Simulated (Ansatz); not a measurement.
`[SiH3]P[SiH3]` + `B[CH2][GeH3]` → `B[CH]([SiH3])[GeH3]` + `[SiH3]P`  (formal exchange of groups at the Si–P bond)

Computed with Ansatz on PBE0-D4/def2-TZVP structures; ΔE is electronic, products minus reactants. CCSD(T)/CBS is the MP2 limit (def2-TZVPP, def2-QZVPP) plus CCSD(T) − MP2 in def2-TZVPP, frozen cores. This one scheme is used for every species. DFT in def2-TZVPP. B3LYP here is the variant with VWN-RPA as its local correlation; programs differ in this. For Ge outer-core shells are correlated without core-valence functions, which leaves a few kJ/mol of doubt a bond. Scalar relativity is left out up to krypton.

`[SiH3]P[SiH3]`:

Cartesian coordinates in Å:
```
Si 1.497 0.211 -0.728
P 0.167 -1.373 0.157
Si -1.615 -0.033 0.453
H 2.885 -0.314 -0.796
H 1.498 1.484 0.041
H 1.010 0.481 -2.106
H 0.657 -1.206 1.481
H -2.615 -0.746 1.290
H -2.201 0.230 -0.887
H -1.283 1.266 1.097
```

`B[CH2][GeH3]`:

```xyz
10

B    -1.379   -0.644   -0.041
C    -0.571    0.619   -0.325
Ge    1.270    0.081    0.217
H    -1.469   -1.508   -0.867
H    -1.859   -0.830    1.041
H    -0.787    1.489    0.298
H    -0.460    0.905   -1.373
H     1.781   -1.064   -0.670
H     1.302   -0.358    1.688
H     2.172    1.311    0.033
```

`B[CH]([SiH3])[GeH3]`:

Z-matrix (Å, degrees):
```
C
Si 1 1.870
Ge 1 1.996 2 107.1
B 1 1.529 2 117.1 3 -109.1
H 1 1.093 2 111.7 3 115.7
H 2 1.486 1 109.5 3 65.7
H 2 1.490 1 111.1 3 -54.3
H 2 1.488 1 110.5 3 -174.0
H 3 1.540 1 111.0 2 -148.8
H 3 1.535 1 107.2 2 92.1
H 3 1.535 1 109.5 2 -28.3
H 4 1.201 1 119.7 2 41.7
H 4 1.198 1 121.6 2 -141.9
```

`[SiH3]P`:

```xyz
7

Si   -0.493    0.498    0.424
P     0.639   -1.340   -0.227
H    -0.077    0.825    1.813
H    -1.942    0.171    0.419
H    -0.263    1.685   -0.441
H     1.865   -0.641   -0.395
H     0.271   -1.199   -1.592
```

```tsv
level	ΔE (eV)
B3LYP-D4	0.21
ωB97X-V	0.18
ωB97M-V	0.16
B2PLYP	0.20
PBE0	0.26
B3LYP	0.23
HF/def2-TZVPP	0.18
HF/CBS(def2)	0.18
```

(1) What does CCSD(T)/CBS give? (An estimate is asked.)

Largest T1 diagnostic among the species: 0.013.

Answers

(1) Ansatz gave: +0.16 eV. The listed levels differ from it by 0.05, 0.02, 0.00, 0.04, 0.10, 0.07, 0.02, 0.02 eV.

In def2-TZVPP, CCSD(T) changes the Hartree–Fock value by −0.03 eV (the triples alone add +0.00 eV) and MP2 by −0.04 eV.
